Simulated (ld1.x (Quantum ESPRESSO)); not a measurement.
## Before and after: TM semilocal potential for Mo

molybdenum (Mo), norm-conserving Troullier–Martins (semilocal form), made with ld1.x (Quantum ESPRESSO) 7.5 (BP86, scalar-relativistic). Core [Ar] 3d10, reference 4s2 4p6 4d5 5s0 5p0 (charge +1). Waves: 4s (bound): rc 1.85 bohr; 4d (bound): rc 2.10 bohr; 4p (bound): rc 1.30 bohr. Local part: the p channel. Core correction: a·sin(br)/r model core, default radius (core density twice the valence density).

Change: wave 4d (bound): rc 2.10 bohr becomes 4d (bound): rc 2.98 bohr.

Cutoffs: the cutoffs (Ry, on a coarse ladder) from which the occupation-weighted sum of valence levels, in a spherical-Bessel basis at the reference potential, stays within 10 and 1 mRy of its value at 400 Ry; they do not see the model core or the augmentation charge, which bear on the density cutoff. Errors are all-electron minus pseudo energies relative to the spin-unpolarised reference configuration.

Question: Predict the effect on cutoff, ghosts and configuration errors.

Answer: The potential gets neither clearly harder nor softer (80 Ry and 120 Ry → 80 Ry and 120 Ry); the p channel sets the loose cutoff, while the largest relative change is in d, which becomes softer; of the 7 tests that both files solve, the error grows in 3 and shrinks in 0 by more than 15 % and 0.3 meV (median size 604.6 → 593.6 meV); neither file shows a bound ghost at the reference potential, the only one tested. More of the atom is replaced by a form fitted at one configuration, so other configurations suffer. A semilocal file is local in each channel, so a ghost entry of none says nothing of the separable form that plane-wave codes build from it.

```csv
quantity,base,changed
"cutoff, loose",80 Ry,80 Ry
"cutoff, tight",120 Ry,120 Ry
loose cutoff by channel (10 mRy a level),"s 25 Ry, d 30 Ry, p 50 Ry","s 25 Ry, d 21 Ry, p 50 Ry"
bound ghosts,none,none
"error for 4s2 4p6 4d5 5s1 5p0, meV [ΔE -7.08 eV]",+1292,+1287
"error for 4s2 4p6 4d4 5s0 5p0, meV [ΔE 15.58 eV]",-0.9,-6.6
"error for 4s2 4p6 4d3 5s0 5p0, meV [ΔE 42.41 eV]",+3.8,+66
"error for 4s1 4p6 4d5 5s1 5p0, meV [ΔE 63.28 eV]",+2064,+1921
"error for 4s2 4p6 4d2 5s0 5p0, meV [ΔE 81.98 eV]",+42,+434
"error for 4s2 4p6 4d4 5s1 5p0, meV [ΔE 1.13 eV]",+1905,+1921
"error for 4s2 4p6 4d5.5 5s0.5 5p0, meV [ΔE -6.78 eV]",+605,+594
```

Base: These tests converged, but a pseudo level misses the all-electron one widely, so the file describes the atom poorly there or has found another state: 4s2 4p6 4d4 5s0 5p0: empty 5s by 2.5 eV; 4s2 4p6 4d3 5s0 5p0: empty 5s by 3.5 eV; 4s2 4p6 4d2 5s0 5p0: empty 5s by 4.7 eV; 4s2 4p6 4d5.5 5s0.5 5p0: 5s by 1.0 eV. Changed file: These tests converged, but a pseudo level misses the all-electron one widely, so the file describes the atom poorly there or has found another state: 4s2 4p6 4d4 5s0 5p0: empty 5s by 2.5 eV; 4s2 4p6 4d3 5s0 5p0: empty 5s by 3.5 eV; 4s2 4p6 4d2 5s0 5p0: empty 5s by 4.7 eV; 4s2 4p6 4d5.5 5s0.5 5p0: 5s by 1.0 eV.
